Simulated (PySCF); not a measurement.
Eu: excitation energy

Eu [Xe] 4f7 6s2 (8S) → Eu [Xe] 4f6 5d1 6s2 (high-spin determinant), as a difference of total energies. Calculation: PySCF 2.14, in cc-pVDZ-X2C; the spin-free X2C one-electron Hamiltonian (Gaussian nucleus). Correlated levels: valence: [Kr] 4d10 frozen. The calculations carry no spin-orbit coupling.

| method | excitation energy (eV) |
| --- | --- |
| UHF | 2.267 |
| MP2 (valence) | 3.805 |
| SCS-MP2 (valence) | 3.029 |
| CCSD (valence) | 3.364 |
| CCSD(T) (valence) | 3.424 |

**Question.** How much does correlation contribute at CCSD(T) (valence)?

**Answer.** 3.424 − (2.267) = 1.157 eV, measured against UHF.

A first-order spin-orbit estimate (lowest level to lowest level, LS coupling) adds -0.485 eV.

The coupled-cluster amplitudes are large for the upper state (T1 above 0.03 or a double amplitude above 0.15), so a single reference is strained.

The determinant of the upper state mixes LS terms, which raises its energy above the lowest term, most at the Hartree-Fock and MP2 levels.
